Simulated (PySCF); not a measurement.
Ligand exchange on a metal centre used in film growth or etching (Y Cl-OH). Gas-phase values, no solvent. One relaxed conformer stands for each flexible species; it need not be the lowest.

The LUMO from two functionals at the same geometries (r2SCAN-D4/def2-SVP), both in PySCF: PBE-D3(BJ)/def2-TZVP and TPSSh-D3(BJ)/def2-TZVP. 

```csv
species,PBE-D3(BJ)/def2-TZVP (eV),TPSSh-D3(BJ)/def2-TZVP (eV)
0 of 3 Cl replaced by OH,-3.69,-3.17
1 of 3 Cl replaced by OH,-3.17,-2.63
2 of 3 Cl replaced by OH ([Y(Cl)(OH)2]),-2.63,-2.08
```

Over these rows, drawn at random from the members with no instability flagged (it was tested for open shells, ions and some series alone), PBE minus TPSSh-D3(BJ): mean -0.53 eV, from -0.54 eV to -0.52 eV.
